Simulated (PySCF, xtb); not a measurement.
GeH₃, SMILES [GeH3+], charge +1.

Harmonic wavenumbers (cm⁻¹) from GFN2-xTB (xtb) at its own minimum, in rising order: 632, 699, 700, 1759, 1888, 1889.

### Question
What does B3LYP-D3(BJ)/def2-TZVPD (PySCF) give at its own minimum? (Estimate from the structure and the level; the computed values follow.)

### Answer
795, 851, 851, 2177, 2243, 2243. Paired by order, the mean absolute difference is 266 cm⁻¹ and the zero-point energies are 10.8 and 13.1 kcal/mol.
